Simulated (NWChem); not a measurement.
# BiCl2 cation; SMILES [Cl][Bi+][Cl]

```xyz
3

Bi     0.0000     0.0000     0.4452
Cl     1.8254     0.0000    -1.0867
Cl    -1.8254     0.0000    -1.0867
```
Atoms are numbered in this order, from 1.

Coordinates come from a PBE0/def2-SVP optimisation. def2 effective core potentials on Bi; no spin-orbit coupling.

Symmetry labels are those of C2v in the frame above (b1 and b2, or b-type labels, depend on it).

**Question.** List the 4 lowest vertical singlet excitations from B3LYP/def2-SVPD with def2 effective core potentials on Bi, full TDDFT (NWChem).

**Answer.** 
```tsv
state	energy (eV)	oscillator strength	symmetry	leading excitation (squared amplitude)
S1	2.80	0.000	a2	HOMO → LUMO (1.00)
S2	2.98	0.001	b2	HOMO−1 → LUMO (1.00)
S3	3.61	0.038	b1	HOMO−2 → LUMO (0.93)
S4	4.32	0.006	b2	HOMO−4 → LUMO (1.00)
```
